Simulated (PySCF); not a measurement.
# Spin-rotation constants: `C=C(C)[C@@H]1CC(C)=N1`, C₇H₁₁N

Cartesian coordinates in Å; atom numbers follow the order of the lines, from 1:
```xyz
19

C    -1.5440    1.5590   -0.3409
C    -1.4749    0.2527   -0.1450
C    -2.5557   -0.5441    0.5215
C    -0.2759   -0.5443   -0.5549
C     0.7573   -0.8423    0.5749
C     1.6389   -0.0408   -0.3355
C     3.0571    0.3546   -0.2253
N     0.7871    0.2048   -1.2617
H    -0.7469    2.0883   -0.8330
H    -2.4011    2.1346   -0.0348
H    -2.1655   -1.0526    1.4031
H    -2.9353   -1.3055   -0.1595
H    -3.3787    0.0986    0.8216
H    -0.5761   -1.4325   -1.1180
H     0.5331   -0.3833    1.5366
H     1.0284   -1.8879    0.7142
H     3.6879   -0.5329   -0.1804
H     3.3418    0.9597   -1.0817
H     3.2129    0.9232    0.6912
```

Level of theory: GIAO B97-2/pcSseg-1 magnetisability, rotational g tensor and spin-rotation constants, non-relativistic, gas phase (PySCF 2.14.0). Geometry: GFN2-xTB.

(1) Give the nuclear spin-rotation constants along the inertial axes (H = +C I·J) beside the isotropic shieldings.

(2) How do the rotational constants and the g tensor change when H9, H10, H11, H12, H13, H14, H15, H16, H17, H18, H19 are replaced by deuterium?

Answers

(1) Rotational constants 4.7882, 1.2848, 1.1417 GHz. A star marks the isotopologue with that one atom substituted, in its own axes.
| atom | isotope | Caa (kHz) | Cbb (kHz) | Ccc (kHz) | mean (kHz) | σ (ppm) |
| --- | --- | --- | --- | --- | --- | --- |
| N8 | 14N | 1.592 | 0.216 | 0.143 | 0.650 | -147.5 |
| H9 | 1H | 0.061 | -0.027 | -0.129 | -0.032 | 26.5 |
| H10 | 1H | 0.157 | -0.097 | -0.093 | -0.011 | 26.6 |
| H11 | 1H | -0.457 | -0.024 | -0.086 | -0.189 | 30.1 |
| H12 | 1H | -0.433 | -0.125 | -0.001 | -0.186 | 30.0 |
| H13 | 1H | -0.044 | -0.113 | -0.102 | -0.086 | 29.9 |
| H14 | 1H | -0.438 | -0.098 | 0.023 | -0.171 | 27.8 |
| H15 | 1H | -0.487 | -0.155 | 0.045 | -0.199 | 29.5 |
| H16 | 1H | -0.489 | 0.054 | -0.124 | -0.186 | 28.7 |
| H17 | 1H | -0.214 | -0.046 | -0.124 | -0.128 | 29.7 |
| H18 | 1H | -0.388 | -0.011 | -0.106 | -0.169 | 29.5 |
| H19 | 1H | -0.493 | -0.151 | 0.036 | -0.203 | 29.7 |
| C1 | 13C* | 1.918 | 0.359 | 0.208 | 0.828 | 72.1 |
| C2 | 13C* | 2.358 | 0.454 | 0.222 | 1.011 | 34.8 |
| C3 | 13C* | 0.678 | 0.192 | 0.177 | 0.349 | 163.7 |
| C4 | 13C* | 1.127 | 0.262 | 0.229 | 0.539 | 121.8 |
| C5 | 13C* | 0.740 | 0.272 | 0.210 | 0.407 | 141.4 |
| C6 | 13C* | 2.528 | 0.528 | 0.333 | 1.130 | -7.6 |
| C7 | 13C* | 0.637 | 0.200 | 0.183 | 0.340 | 162.7 |

For the geometry as given, no vibrational averaging.

(2) Constants 3.7379, 1.0732, 0.9499 GHz; g -0.0424, -0.0089, -0.0041, against -0.0540, -0.0105, -0.0050 before.
